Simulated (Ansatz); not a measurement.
The first iterations of a band of Cl2H3W + ClH3Si (11 atoms, charge 0, multiplicity 2).

Computed with UHF/def2-SVP (Ansatz).

- movable images: 7
- climbing image: yes
- spring: 5.0 eV/Å²
- optimiser: quadratic models (default)
- start path: straight line
- force threshold: 0.05 eV/Å
- iteration limit: 60
- end points: relaxed

Image 0:

```xyz
11
Properties=species:S:1:pos:R:3
W -0.050 0.737 -0.295
H -1.138 1.868 -0.841
Cl 1.426 1.458 1.335
H 0.421 1.902 -1.384
H -1.599 0.677 0.354
Cl -0.193 -1.835 1.900
Cl 0.281 -1.049 -1.703
Si 0.307 -1.198 3.838
H -0.168 -2.249 4.756
H 1.768 -1.055 3.912
H -0.386 0.074 4.091
```

Image 8:

```xyz
11
Properties=species:S:1:pos:R:3
W 0.699 -1.520 -0.617
H -0.389 0.811 2.607
Cl 2.593 -0.315 -0.066
H 0.119 0.017 -0.834
H -0.882 -1.097 -0.355
Cl 0.193 -2.988 1.095
Cl 0.745 -2.459 -2.685
Si -0.559 1.539 3.887
H -1.285 0.678 4.849
H 0.771 1.887 4.437
H -1.336 2.777 3.645
```

| iteration | highest image above the first end (eV) | largest band force component (eV/Å) |
| --- | --- | --- |
| 1 | 5.039 | 3.655 |
| 2 | 4.790 | 2.391 |
| 3 | 4.792 | 2.043 |
| 4 | 4.770 | 1.170 |
| 5 | 4.687 | 0.808 |
| 6 | 4.602 | 1.079 |
| 7 | 4.546 | 0.376 |
| 8 | 4.735 | 0.377 |
| 9 | 4.778 | 0.320 |
| 10 | 4.788 | 0.560 |
| 11 | 4.774 | 0.296 |
| 12 | 4.746 | 0.370 |
| 13 | 4.734 | 0.270 |
| 14 | 4.725 | 0.208 |
| 15 | 4.721 | 0.193 |
| 16 | 4.718 | 0.253 |
| 17 | 4.718 | 0.195 |
| 18 | 4.724 | 0.255 |

Task: Does the band converge within its limit, and where does its top end?

Result: The run was cut off at its time limit. It ended after 54 iterations with the highest image 4.641 eV above the first end. The band didn't meet its force threshold, so its energies are provisional: the largest band force was still 0.11 eV/Å, and over the last iterations the top stayed at 4.64 eV. Neighbouring images lie up to 2.3 Å apart, so the band is torn or far too coarse. Inner images lie below an end point, which means an intermediate or an end that isn't the lowest structure nearby.

Time of the run: 43 min on 4 threads of Arm Neoverse V1, with other jobs on the host, peak memory 0.74 GiB.
